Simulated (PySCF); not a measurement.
First SCF of a structure search on triplet MoFCl, at a hand-made linear geometry. PySCF input:

```python
from pyscf import gto, scf, dft
mol = gto.M(atom='''
Mo     0.000000     0.000000     0.000000
F      0.000000     0.000000    -2.020000
Cl     0.000000     0.000000     2.370000''',
    basis={'Mo': 'def2-TZVP', 'F': 'def2-TZVP', 'Cl': 'def2-TZVP'},
    ecp={'Mo': 'def2-TZVP'},
    charge=0, spin=2)
mf = dft.UKS(mol, xc='PBE0')
mf.grids.atom_grid = (50, 194)
aux = {'Mo': 'def2-universal-JKFIT', 'F': 'def2-universal-JKFIT', 'Cl': 'def2-universal-JKFIT'}
mf = mf.density_fit(auxbasis=aux)
mf.conv_tol = 1e-08
mf.diis_space = 10
mf.max_cycle = 60
mf.init_guess = 'minao'
mf.verbose = 4
mf.kernel()
```

Excerpt of the output (cycles alone):

```
init E= -621.451303442417
cycle= 1 E= -627.902718708352  delta_E= -6.45  |g|= 0.541  |ddm|= 2.58
cycle= 2 E= -627.627309605102  delta_E= 0.275  |g|= 1.08  |ddm|= 0.816
cycle= 3 E= -628.001593260852  delta_E= -0.374  |g|= 0.216  |ddm|=  0.5
cycle= 4 E= -628.020599792885  delta_E= -0.019  |g|= 0.0553  |ddm|= 0.18
cycle= 5 E= -628.021948034052  delta_E= -0.00135  |g|= 0.0372  |ddm|= 0.0747
cycle= 6 E= -628.022873638986  delta_E= -0.000926  |g|= 0.00775  |ddm|= 0.0373
cycle= 7 E= -628.023434444743  delta_E= -0.000561  |g|= 0.00812  |ddm|= 0.0512
cycle= 8 E= -628.023493128696  delta_E= -5.87e-05  |g|= 0.0083  |ddm|= 0.00462
cycle= 9 E= -628.022990649556  delta_E= 0.000502  |g|= 0.00565  |ddm|= 0.0598
cycle= 10 E= -628.023017436661  delta_E= -2.68e-05  |g|= 0.00303  |ddm|= 0.0493
cycle= 11 E= -628.023097325714  delta_E= -7.99e-05  |g|= 0.00133  |ddm|= 0.0395
cycle= 12 E= -628.023114511432  delta_E= -1.72e-05  |g|= 0.000626  |ddm|= 0.0186
cycle= 13 E= -628.023119983017  delta_E= -5.47e-06  |g|= 0.000554  |ddm|= 0.00662
... 11 lines left out ...
cycle= 25 E= -628.02297837211  delta_E= 1.28e-05  |g|= 0.00635  |ddm|= 0.162
cycle= 26 E= -628.02297924029  delta_E= -8.68e-07  |g|= 0.00582  |ddm|= 0.00632
cycle= 27 E= -628.022971588334  delta_E= 7.65e-06  |g|= 0.00381  |ddm|= 0.0144
cycle= 28 E= -628.022964286611  delta_E= 7.3e-06  |g|= 0.00155  |ddm|= 0.0264
cycle= 29 E= -628.022962115731  delta_E= 2.17e-06  |g|= 0.000271  |ddm|= 0.0317
cycle= 30 E= -628.022962083935  delta_E= 3.18e-08  |g|= 0.000188  |ddm|= 0.00565
cycle= 31 E= -628.022962059735  delta_E= 2.42e-08  |g|= 3.76e-05  |ddm|= 0.00303
cycle= 32 E= -628.022962063251  delta_E= -3.52e-09  |g|= 3.89e-05  |ddm|= 0.000404
Extra cycle  E= -628.022962069662  delta_E= -6.41e-09  |g|= 5.23e-05  |ddm|= 0.000163
converged SCF energy = -628.022962069662  <S^2> = 2.0083013  2S+1 = 3.0055291
```

This is not the lowest solution: another start and a stability analysis within the same unrestricted form found one 65.5 kJ/mol lower, at -628.04790 Eh.

Other spin states or occupations of the open shell can lie lower.

The search for the lowest solution, 3 starts and the stability check together, took 19 s on 4 threads of a shared Arm Neoverse V1 host, with 108 basis functions; the process peaked at 0.48 GiB. Launch command: `OMP_NUM_THREADS=4 python axn.py task.json out`.
